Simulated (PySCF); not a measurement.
## Deuteron quadrupole couplings in `CC(C)C1=CCP(P)C1`

Species: C7H14P2.
SMILES with atom numbers: `[CH3:1][CH:2]([CH3:3])[C:4]1=[CH:5][CH2:6][P:7]([PH2:8])[CH2:9]1` (hydrogens: H10, H11, H12 on C1; H13 on C2; H14, H15, H16 on C3; H17 on C5; H18, H19 on C6; H20, H21 on P8; H22, H23 on C9)

Structure used (GFN2-xTB), in Å, numbered top down from 1:
```
atom  x, y, z in Å
C1    -1.0189    1.6327   -1.0427
C2    -1.4289    0.2216   -0.6109
C3    -2.6050    0.2766    0.3635
C4    -0.2403   -0.4845   -0.0225
C5     0.4686   -1.4202   -0.6389
C6     1.6545   -1.9701    0.0898
P7     1.9944   -0.7559    1.4676
P8     2.8634    0.7935    0.2109
C9     0.2419   -0.1285    1.3569
H10   -0.1696    1.5866   -1.7207
H11   -0.7354    2.2318   -0.1805
H12   -1.8452    2.1287   -1.5467
H13   -1.7394   -0.3327   -1.5034
H14   -2.3513    0.8600    1.2454
H15   -2.8881   -0.7255    0.6781
H16   -3.4632    0.7422   -0.1161
H17    0.2281   -1.8084   -1.6165
H18    1.4370   -2.9562    0.5152
H19    2.5314   -2.0773   -0.5552
H20    4.1450    0.2568    0.3244
H21    3.0747    1.6424    1.2975
H22    0.2069    0.9445    1.5596
H23   -0.3653   -0.6308    2.1176
```

Level: PBE0/pcSseg-1 (PySCF, non-relativistic); Q(2H) = 0.00286 b; rigid geometry, the same for H and D, with no vibrational averaging.

Question: Rank these positions by the coupling χzz of a deuteron there, largest first.
A. H13 (methine hydrogen)
B. H18 (methylene hydrogen)
C. H17 (vinylic hydrogen)
D. H12 (methyl hydrogen)
E. H20 (P–H hydrogen)

Answer: C (224 kHz), D (213 kHz), B (203 kHz), A (198 kHz), E (136 kHz).

Q: Give the electric field gradient Vzz (the principal value of largest size), its asymmetry and the 2H coupling at each hydrogen.

A: 
```csv
atom,bonded to,bond length (Å),Vzz (au),η,χzz (kHz)
H10,C1,1.088,0.3124,0.02,210
H11,C1,1.088,0.3164,0.03,213
H12,C1,1.088,0.3166,0.02,213
H13,C2,1.096,0.2947,0.02,198
H14,C3,1.087,0.3153,0.02,212
H15,C3,1.088,0.3151,0.01,212
H16,C3,1.088,0.3157,0.02,212
H17,C5,1.079,0.3338,0.06,224
H18,C6,1.096,0.3028,0.00,203
H19,C6,1.094,0.3042,0.02,204
H20,P8,1.394,0.2026,0.08,136
H21,P8,1.395,0.2015,0.08,135
H22,C9,1.093,0.3066,0.02,206
H23,C9,1.095,0.3033,0.00,204
```

Q: Average by the element that carries the hydrogen.

A: on C: 209 kHz over 12 positions, mean bond length 1.090 Å; on P: 136 kHz over 2 positions, mean bond length 1.395 Å.

Q: How does χzz go with the bond length over the 12 C–H bonds?

A: A straight-line fit has a slope of -13.3 kHz for each 0.01 Å, with a correlation coefficient of -0.97, over lengths from 1.079 to 1.096 Å. The longer bonds have the smaller couplings here.

Q: A static deuteron (I = 1) shows a doublet split by (3/2)χ, (3/4)χ(1 + η) and (3/4)χ(1 − η) with the field along z, y and x of the gradient. What are these for H13?

A: With |χ| = 198.0 kHz and η = 0.016: 297, 151 and 146 kHz, to first order and without motion.

Isolated species at its GFN2-xTB geometry (one conformer only). GFN2-xTB bond lengths can be off by several hundredths of an ångström, more for odd bonds, and the gradients follow them. A larger basis could move these couplings by a tenth or more.
